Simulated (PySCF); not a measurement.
**Mayer bond orders and bond lengths**

C5H4ClF5O2.
Atom-mapped SMILES: `[CH3:1][O:2][C@H:3]([C:4]([F:5])([F:6])[F:7])[C:8]([F:9])([F:10])[C:11](=[O:12])[Cl:13]` (hydrogens: H14, H15, H16 on C1; H17 on C3)

Structure used (GFN2-xTB), in Å, numbered top down from 1:
```
atom  x, y, z in Å
C1     2.1714    0.4203   -0.0016
O2     1.0195   -0.0568   -0.6867
C3     0.0478   -0.6454    0.1073
C4    -0.8052   -1.5144   -0.8364
F5    -1.6483   -2.3079   -0.1731
F6    -0.0212   -2.3083   -1.5630
F7    -1.5296   -0.7825   -1.6838
C8    -0.8389    0.3916    0.8692
F9    -1.9746   -0.1871    1.3031
F10   -0.1721    0.7674    1.9941
C11   -1.1152    1.6654    0.0370
O12   -0.2808    2.4712   -0.2006
Cl13  -2.7491    1.7877   -0.4903
H14    2.8535    0.7351   -0.7865
H15    1.9313    1.2707    0.6384
H16    2.6261   -0.3785    0.5904
H17    0.4784   -1.3167    0.8725
```

Bond orders from the PBE0/pcSseg-1 density (PySCF). The structure is a single GFN2-xTB conformer in the gas phase; no vibrational or solvent corrections.

Q: Where do the orders between heavy atoms depart from those drawn in the SMILES?

A: The largest departure is 0.186, at C8–C11 (drawn single, 0.814). Drawn single, order below 0.88: C8–C11 (0.814).

Q: Set the Mayer orders of the bonds beside their lengths.

A: 
```tsv
bond	drawn as	length (Å)	Mayer order
C1–O2	single	1.423	0.883
O2–C3	single	1.386	0.968
C3–C4	single	1.541	0.932
C4–F5	single	1.334	1.012
C4–F6	single	1.332	1.021
C4–F7	single	1.334	1.011
C3–C8	single	1.563	0.935
C8–F9	single	1.346	0.990
C8–F10	single	1.361	0.937
C8–C11	single	1.546	0.814
C11–O12	double	1.184	2.068
C11–Cl13	single	1.721	1.039
C1–H14	single	1.086	0.972
C1–H15	single	1.091	0.954
C1–H16	single	1.093	0.958
C3–H17	single	1.105	0.912
```

Bonds between the same two heavy elements. C–O: lowest C1–O2 (0.883, 1.423 Å), highest C11–O12 (2.068, 1.184 Å). C–C: lowest C8–C11 (0.814, 1.546 Å), highest C3–C8 and C3–C4 (0.935, 1.563 Å); in 1 of the 3 pairs the longer bond (by over 0.003 Å) has the higher order (by 0.02 or more). C–F: lowest C8–F10 (0.937, 1.361 Å), highest C4–F6 (1.021, 1.332 Å). Bonds named together lie within 0.004.

Q: Sum the orders of all bonds at each heavy atom with more than one neighbour and set the sums beside the valence in the SMILES.

A: C1 3.767 (drawn 4), O2 1.851 (drawn 2), C3 3.747 (drawn 4), C4 3.976 (drawn 4), C8 3.676 (drawn 4), C11 3.921 (drawn 4). Orders between atoms that aren't bonded are not in these sums.

For a closed shell the Mayer order of atoms A and B is Σ (PS)μν (PS)νμ over the basis functions μ on A and ν on B, with P the density and S the overlap matrix.
